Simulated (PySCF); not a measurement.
Vertical excitations of a molecule C3H9AlO from TDDFT-M06-2X/def2-SVPD in PySCF 2.14.0, as energy in eV (oscillator strength): 5.51 (0.002), 6.56 (0.005), 6.66 (0.067), 6.95 (0.064), 7.25 (0.035), 7.28 (0.001), 7.53 (0.006), 7.92 (0.273), 8.22 (0.012), 8.34 (0.017). Lowest triplet (TDA): 5.19 eV. Geometry optimised at ωB97X-D3(BJ)/def2-SVP. Other conformers were not sampled.

Question: Pick the molecule that these values belong to.
A) CC(C)[O][AlH2]
B) C[O][Al]([CH3])[CH3]
C) C[CH2][AlH][O]C
D) C[CH](C)[AlH][OH]

Answer: C, C[CH2][AlH][O]C
